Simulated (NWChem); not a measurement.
# SiN3H6Cl; SMILES N[Si](N)(N)Cl

```xyz
11

N     -1.1699    -0.7945    -1.1334
Si     0.0349    -0.3580     0.0127
N     -0.3606    -1.2118     1.4383
N      1.7172    -0.6192    -0.2273
Cl    -0.0999     1.7304     0.0387
H     -1.3240    -1.7673    -1.3717
H     -1.3820    -0.1756    -1.9062
H      0.2743    -1.1966     2.2274
H     -1.3287    -1.2937     1.7247
H      2.2613     0.0458    -0.7632
H      2.0850    -1.5604    -0.3035
```
Atoms are numbered in this order, from 1.

Level: PBE0/def2-SVP (NWChem), optimised geometry, unscaled harmonic frequencies. 

```csv
frequency (cm⁻¹),IR intensity (km/mol)
150,2.8
179,7.2
245,29.4
258,0.9
286,8.6
299,3.0
325,243.4
345,4.5
387,128.7
452,27.3
453,150.0
514,164.5
765,0.1
774,29.0
830,0.2
858,132.7
942,207.8
949,210.8
1527,122.8
1531,78.6
1534,14.6
3619,35.5
3620,43.4
3624,21.8
3726,2.2
3727,65.3
3730,41.1
```

The zero-point energy is 50.9 kcal/mol and the thermal correction to the enthalpy at 298.15 K (with zero-point energy) comes out as 56.6 kcal/mol. The heat capacity Cv comes out as 28.9 cal/(mol K) and the entropy at 298.15 K and 1 atm (symmetry number 1) is 85.4 cal/(mol K). The dipole moment comes out as 2.67 D.

Rigid rotor and harmonic oscillator.
